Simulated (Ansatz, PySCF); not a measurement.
C3H6BNO2, SMILES OB1/C(CO1)=N/C. Atoms are numbered in the order given.

```xyz
13

C     -0.2520    -2.6749     0.0000
N     -0.8816    -1.3842     0.0000
C     -0.1648    -0.3465     0.0000
C      1.3437    -0.0546     0.0000
O      1.1113     1.3753     0.0000
B     -0.2627     1.2333     0.0000
O     -1.1941     2.1959     0.0000
H     -0.5961    -3.2429     0.8800
H      0.8554    -2.6607     0.0000
H     -0.5961    -3.2429    -0.8800
H      1.8978    -0.3675    -0.9011
H      1.8978    -0.3675     0.9011
H     -0.8154     3.0827     0.0000
```
Charge 0, spin multiplicity 1.

Geometry optimised at PBE0-D3(BJ)/def2-SVP. The structure was generated by enumeration; whether it is a known compound was not checked. Other conformers were not sampled.

Two levels are set side by side: PBE-D3(BJ)/def2-SVP (Ansatz, a first-principles code) and PBE0-D3(BJ)/def2-SVP (Ansatz). Each level has its own optimised geometry; the coordinates shown are those of the second. Frequencies come from the Hessian of PySCF at each geometry. Differences are taken from unrounded values.

```tsv
quantity	PBE0-D3(BJ)	PBE-D3(BJ)	PBE-D3(BJ) minus PBE0-D3(BJ)
mean bond length (Å)	1.267	1.278	0.011
bond C1–N2 (Å)	1.436	1.446	0.010
bond N2–C3 (Å)	1.261	1.274	0.013
bond C3–C4 (Å)	1.536	1.548	0.012
bond C3–B6 (Å)	1.583	1.586	0.003
bond C4–O5 (Å)	1.449	1.469	0.020
bond O5–B6 (Å)	1.381	1.395	0.014
bond B6–O7 (Å)	1.339	1.351	0.012
bond C1–H8 (Å)	1.102	1.111	0.009
bond C1–H9 (Å)	1.107	1.117	0.010
bond C1–H10 (Å)	1.102	1.111	0.009
bond C4–H11 (Å)	1.103	1.112	0.009
bond C4–H12 (Å)	1.103	1.112	0.009
bond O7–H13 (Å)	0.964	0.976	0.012
highest harmonic wavenumber (cm⁻¹)	3893	3720	-173
mean harmonic wavenumber (cm⁻¹)	1336	1284	-52
zero-point energy (kcal/mol)	63.02	60.57	-2.44
```

GGA bonds tend to be longer and softer than those of functionals with exact exchange. Differences between two approximate levels are no errors against the true value.
